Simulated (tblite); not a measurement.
C₆H₁₁ClF (doublet state).
Z-matrix (Å and degrees, GFN2-xTB geometry), rows numbered from 1:
```
C 
C   1  1.5234
C   2  1.5267  1  111.38
C   3  1.5401  2  111.78  1  -177.11
F   4  1.3886  3  107.97  2    64.81
C   4  1.4861  3  113.09  2  -174.58
C   6  1.4802  4  122.53  3   -71.90
Cl  6  1.7072  4  116.26  3    89.12
H   1  1.0875  2  110.55  3    61.23
H   1  1.0879  2  110.59  3   -58.88
H   1  1.0870  2  110.37  3  -178.91
H   2  1.0914  1  109.58  3  -120.74
H   2  1.0926  1  109.58  3   120.99
H   3  1.0911  2  110.22  1    62.72
H   3  1.0914  2  109.94  1   -57.04
H   4  1.0980  3  109.81  2   -50.29
H   7  1.0896  6  110.72  4  -149.60
H   7  1.0876  6  109.04  4   -29.39
H   7  1.0966  6  112.05  4    90.79
```

Computed values, GFN2-xTB/tblite, gas phase, harmonic and unscaled. Errors from tens to a few hundred cm⁻¹ against measured bands are possible. One conformer, not necessarily the lowest. Open shells enter through the occupations alone, without spin polarisation, and single modes of such species can be off by tens of per cent.

Harmonic wavenumbers (cm⁻¹): 32.0, 73.4, 84.3, 95.4, 119.4, 189.9, 229.1, 238.0, 270.0, 322.6, 403.7, 426.2, 505.4, 742.7, 783.3, 869.4, 929.3, 941.9, 970.6, 1008.1, 1021.2, 1085.4, 1094.1, 1123.6, 1128.5, 1220.5, 1245.1, 1269.3, 1277.5, 1288.6, 1299.5, 1355.0, 1390.2, 1415.2, 1445.4, 1460.0, 1466.5, 1491.9, 1502.2, 1504.0, 2893.6, 2901.5, 2971.4, 2987.6, 2994.3, 2998.3, 3005.1, 3033.8, 3038.1, 3039.7, 3044.7.

A = 2549, B = 835.2, C = 736.0 MHz; mass 137.053 u (most abundant isotopes); point group C1, symmetry number 1; spin multiplicity 2.

Problem. What is the zero-point energy?

Solution. ½Σν̃ = 34113 cm⁻¹ = 408.09 kJ/mol.

Problem. Give the ideal-gas entropy at 200 K and 1 bar in the rigid-rotor, harmonic-oscillator model (classical rotation).

Solution. Translation 161.92, rotation 119.32, vibration 97.03, spin (R ln 2) 5.76: S = 384.0 J/(mol K).

Problem. And Cp and H(200 K) − H(0)?

Solution. Cp = 122.84 J/(mol K), of which vibrations give 89.58 (their classical limit is 51 R = 424.0); H(200 K) − H(0) = 16.70 kJ/mol without the zero-point energy, 10.05 from vibrations.

Problem. Blend soft modes into free rotors: weight 1/[1 + (100 cm⁻¹/ν̃)⁴] for the oscillator and the rest for a rotor with moment μB/(μ + B), μ = h/(8π²ν), B = 10⁻⁴⁴ kg m². What vibrational entropy results?

Solution. 88.42 J/(mol K) in place of 97.03, which changes −T·S at 200 K by +1.72 kJ/mol.

Problem. Which modes carry the vibrational entropy at 200 K?

Solution. 32.0 cm⁻¹: 20.54; 73.4 cm⁻¹: 13.72; 84.3 cm⁻¹: 12.60; 95.4 cm⁻¹: 11.61; 119.4 cm⁻¹: 9.83; 189.9 cm⁻¹: 6.34 J/(mol K); the other 45 give 22.40 together.

Problem. How do the functions run with temperature in this model?

Solution. 
| T (K) | S (J/(mol K)) | Cp (J/(mol K)) | H − H(0) (kJ/mol) | G − H(0) (kJ/mol) | ln q(vib) |
| --- | --- | --- | --- | --- | --- |
| 100 | 311.7 | 88.0 | 6.07 | -25.10 | 2.44 |
| 300 | 440.3 | 157.9 | 30.69 | -101.39 | 8.51 |
| 500 | 538.4 | 230.5 | 69.74 | -199.47 | 13.80 |
| 800 | 664.6 | 305.9 | 151.15 | -380.51 | 21.14 |
| 1000 | 736.6 | 339.2 | 215.82 | -520.77 | 25.68 |

q(vib) and H(0) count from the zero-point level.

Hindered rotation and anharmonicity are outside this model. Other conformers, if any are populated, would add a mixing term that is left out. The structure is chiral; the term R ln 2 for an equal mix with its mirror image is left out.

Hardware: Arm Neoverse V1, one thread (shared host). Cost: 0.7 s wall. The figure is for the frequency step alone.
